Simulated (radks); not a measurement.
Problem. These are the eigenvalues of the occupied orbitals of an atom or ion with whole-number occupations (hartree). All-electron calculation, scalar-relativistic Kohn-Sham, PBEsol, spin-polarised, spherical densities, point nucleus. Program: a radial shooting solver on a logarithmic mesh with Libxc functionals.

| orbital | eigenvalue |
|---|---|
| 1s down | -1986.171 |
| 1s up | -1986.170 |
| 2s up | -343.1748 |
| 2s down | -343.1726 |
| 2p up | -306.1847 |
| 2p down | -306.1833 |
| 3s up | -88.08886 |
| 3s down | -88.01220 |
| 3p up | -76.73344 |
| 3p down | -76.65727 |
| 3d up | -62.12591 |
| 3d down | -62.06741 |
| 4s up | -28.78049 |
| 4s down | -28.63415 |
| 4p up | -24.92419 |
| 4p down | -24.78126 |
| 4d up | -19.66986 |
| 4d down | -19.52901 |
| 4f up | -13.82552 |

Which element is it, and in what charge state? The configuration may be excited. Open shells, if any, are filled with parallel spins first.

Solution. Z = 66, dysprosium, charge +17: Dy17+ in [Kr] 4d10 4f3. The list shows which subshells hold electrons but not how many an open one holds; the 1s level, -1986.2 hartree, gives Z - s = 63.0 by -(Z - s)^2/2, which with screening and relativity narrows Z to a few neighbours, and the depths of the outer levels then fix element, charge and occupations together.
